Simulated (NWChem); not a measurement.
System: AlSiH3O2F2; SMILES [OH][Al]([OH])[SiH](F)F

Here is an NWChem input.

```
start job
memory heap 200 mb stack 900 mb global 1100 mb
geometry units angstroms noautosym nocenter noautoz
  Si    -0.452725     1.336878    -0.021626
  F      0.188732     2.016340     1.326687
  F      0.311539     2.015842    -1.304549
  Al     0.003763    -1.061426    -0.000347
  O     -1.364723    -2.094129    -0.040236
  O      1.648435    -1.532865     0.052036
  H     -1.887350     1.781335    -0.088577
  H     -1.380058    -3.063109    -0.038026
  H      2.028680    -2.423523     0.066656
end
basis spherical
  Si library def2-svp
  F library def2-svp
  Al library def2-svp
  O library def2-svp
  H library def2-svp
end
dft
  xc b3lyp
  iterations 150
  mulliken
end
task dft energy
esp
  recalculate
  probe 0.07
  range 0.3
  factor 1.0
  spacing 0.02
end
task esp
```

Output (shortened):

```
             Northwest Computational Chemistry Package (NWChem) 7.3.0
             --------------------------------------------------------

                             Geometry "geometry" -> ""
                             -------------------------

 Output coordinates in angstroms (scale by  1.889725989 to convert to a.u.)

  No.       Tag          Charge          X              Y              Z
 ---- ---------------- ---------- -------------- -------------- --------------
    1 Si                  14.0000    -0.45272500     1.33687800    -0.02162600
    2 F                    9.0000     0.18873200     2.01634000     1.32668700
    3 F                    9.0000     0.31153900     2.01584200    -1.30454900
    4 Al                  13.0000     0.00376300    -1.06142600    -0.00034700
    5 O                    8.0000    -1.36472300    -2.09412900    -0.04023600
    6 O                    8.0000     1.64843500    -1.53286500     0.05203600
    7 H                    1.0000    -1.88735000     1.78133500    -0.08857700
    8 H                    1.0000    -1.38005800    -3.06310900    -0.03802600
    9 H                    1.0000     2.02868000    -2.42352300     0.06665600

 Effective nuclear repulsion energy (a.u.)     354.8049621557

                                 NWChem DFT Module
                                 -----------------

 Summary of "ao basis" -> "ao basis" (spherical)
 ------------------------------------------------------------------------------
       Tag                 Description            Shells   Functions and Types
 ---------------- ------------------------------  ------  ---------------------
 Si                         def2-svp                 8       18   4s3p1d
 F                          def2-svp                 6       14   3s2p1d
 Al                         def2-svp                 8       18   4s3p1d
 O                          def2-svp                 6       14   3s2p1d
 H                          def2-svp                 3        5   2s1p

            General Information
            -------------------
          SCF calculation type: DFT
          Wavefunction type:  closed shell.
          No. of atoms     :     9
          No. of electrons :    64
           Alpha electrons :    32
            Beta electrons :    32
          Charge           :     0
          Spin multiplicity:     1
          Use of symmetry is: off; symmetry adaption is: off
          Maximum number of iterations: 150
          AO basis - number of functions:   107
                     number of shells:    49
          Convergence on energy requested:  1.00D-06
          Convergence on density requested:  1.00D-05
          Convergence on gradient requested:  5.00D-04

              XC Information
              --------------
                         B3LYP Method XC Potential
                     Hartree-Fock (Exact) Exchange  0.200
                        Slater Exchange Functional  0.800 local
                    Becke 1988 Exchange Functional  0.720 non-local
              Lee-Yang-Parr Correlation Functional  0.810
                  VWN I RPA Correlation Functional  0.190 local

             Grid Information
             ----------------
          Grid used for XC integration:  medium
          Radial quadrature: Mura-Knowles
          Angular quadrature: Lebedev.
          Tag              B.-S. Rad. Rad. Pts. Rad. Cut. Ang. Pts.
          ---              ---------- --------- --------- ---------
          Si                  1.10       88          11.0       590
          F                   0.50       49          13.0       434
          Al                  1.25       88          10.0       590
          O                   0.60       49          12.0       434
          H                   0.35       45          13.0       434
          Grid pruning is: on
          Number of quadrature shells:   507
          Spatial weights used:  Erf1

      Superposition of Atomic Density Guess
      -------------------------------------

 Sum of atomic energies:        -879.99512905

      Non-variational initial energy
      ------------------------------

 Total energy =    -880.973316
 1-e energy   =   -1929.468877
 2-e energy   =     693.690600
 HOMO         =      -0.333049
 LUMO         =      -0.008084

     ---------------------------------------------
      Total Density - Mulliken Population Analysis
     ---------------------------------------------

    Atom       Charge   Shell Charges
 -----------   ------   -------------------------------------------------------
    1 Si  14    12.77   2.00  1.99  0.92  0.28  5.93  0.80  0.63  0.22
    2 F    9     9.59   1.99  1.15  0.78  3.51  2.15  0.00
    3 F    9     9.59   1.99  1.15  0.78  3.51  2.15  0.00
    4 Al  13    11.85   2.00  1.99  0.81  0.15  5.93  0.52  0.26  0.20
    5 O    8     8.90   1.99  1.11  0.64  3.14  2.01  0.00
    6 O    8     8.90   1.99  1.11  0.64  3.15  2.01  0.00
    7 H    1     1.10   0.69  0.40  0.01
    8 H    1     0.65   0.52  0.07  0.06
    9 H    1     0.65   0.52  0.07  0.06

   convergence    iter        energy       DeltaE   RMS-Dens  Diis-err
 ---------------- ----- ----------------- --------- --------- ---------
 d= 0,ls=0.0,diis     1   -883.4832927346 -1.24D+03  2.15D-02  1.67D+00
 d= 0,ls=0.0,diis     2   -883.2169591906  2.66D-01  1.19D-02  4.79D+00
 d= 0,ls=0.0,diis     3   -883.6772172936 -4.60D-01  1.42D-03  2.27D-02
 d= 0,ls=0.0,diis     4   -883.6789423104 -1.73D-03  5.79D-04  6.06D-03
 d= 0,ls=0.0,diis     5   -883.6794522251 -5.10D-04  1.97D-04  1.31D-03
  Resetting Diis
 d= 0,ls=0.0,diis     6   -883.6795664355 -1.14D-04  4.60D-05  3.13D-05
 d= 0,ls=0.0,diis     7   -883.6795691129 -2.68D-06  3.78D-05  8.32D-06
 d= 0,ls=0.0,diis     8   -883.6795674014  1.71D-06  2.45D-05  2.66D-05
 d= 0,ls=0.0,diis     9   -883.6795698776 -2.48D-06  1.54D-06  7.18D-08
 d= 0,ls=0.0,diis    10   -883.6795698840 -6.35D-09  4.10D-07  3.35D-09

         Total DFT energy =     -883.679569883979
      One electron energy =    -1934.252787753683
           Coulomb energy =      774.803597001911
    Exchange-Corr. energy =      -79.035341287894
 Nuclear repulsion energy =      354.804962155686

 Numeric. integr. density =       64.000008385514

                       DFT Final Molecular Orbital Analysis
                       ------------------------------------

 Vector   30  Occ=2.000000D+00  E=-3.262614D-01
              MO Center=  2.4D-01, -1.8D+00,  8.7D-03, r^2= 3.2D+00
   Bfn.  Coefficient  Atom+Function         Bfn.  Coefficient  Atom+Function
  ----- ------------  ---------------      ----- ------------  ---------------
    68      0.418129  5 O  px                82      0.378465  6 O  px
    71      0.301013  5 O  px                85      0.271184  6 O  px
    83      0.253080  6 O  py                86      0.184397  6 O  py
    69     -0.087115  5 O  py                54     -0.086244  4 Al px
    57      0.083779  4 Al px                80      0.070354  6 O  s

 Vector   31  Occ=2.000000D+00  E=-3.202306D-01
              MO Center=  2.7D-01, -1.8D+00,  9.8D-03, r^2= 2.9D+00
   Bfn.  Coefficient  Atom+Function         Bfn.  Coefficient  Atom+Function
  ----- ------------  ---------------      ----- ------------  ---------------
    84     -0.458161  6 O  pz                70      0.420955  5 O  pz
    87     -0.355649  6 O  pz                73      0.328848  5 O  pz
    63      0.080216  4 Al d  1

 Vector   32  Occ=2.000000D+00  E=-2.907243D-01
              MO Center= -4.6D-01,  7.0D-01, -2.2D-02, r^2= 3.0D+00
   Bfn.  Coefficient  Atom+Function         Bfn.  Coefficient  Atom+Function
  ----- ------------  ---------------      ----- ------------  ---------------
    49      0.342268  4 Al s                  9     -0.254038  1 Si py
    93     -0.253760  7 H  s                 94     -0.248407  7 H  s
    55      0.229076  4 Al py                23     -0.193851  2 F  py
    37     -0.193884  3 F  py                 4      0.180563  1 Si s
    48      0.165215  4 Al s                 26      0.142493  2 F  py

[...]

                     NWChem Electrostatic Potential Fit Module
                     -----------------------------------------

 Atom parameters

 Number of atoms is                                    9
 Number of basis functions is                        107

 Grid parameters

 Maximum number of grid points is                  44550
 Number of grid points is                          44549
 Grid range                                     0.300000 nm
 Grid spacing                                   0.020000 nm
 Probe radius                                   0.070000 nm
 Atom radius factor                             1.000000

 Atomic radii

    1    0.100000
    8    0.136000
    9    0.128000
   13    0.195000
   14    0.187000
 FASTESP  F
  using M.O. file = ./job.movecs

    Atom              Coordinates                           Charge

                                                  ESP

    1 Si   -0.045273    0.133688   -0.002163    0.612904
    2 F     0.018873    0.201634    0.132669   -0.296147
    3 F     0.031154    0.201584   -0.130455   -0.296542
    4 Al    0.000376   -0.106143   -0.000035    0.848919
    5 O    -0.136472   -0.209413   -0.004024   -0.828885
    6 O     0.164844   -0.153287    0.005204   -0.778661
    7 H    -0.188735    0.178134   -0.008858   -0.119952
    8 H    -0.138006   -0.306311   -0.003803    0.440689
    9 H     0.202868   -0.242352    0.006666    0.417675
                                            ------------
                                                0.000000

 Dipole moment                                  1.756491

 Quadrupole moment Qxx                         -2.363613
                   Qyy                          0.302842
                   Qzz                          2.060771

 RMS deviation kJ/mol                           0.049262

 RRMS %                                        17.364400
```

Level: B3LYP/def2-SVP. Geometry: optimised at PBE-D3(BJ)/def2-SVP.
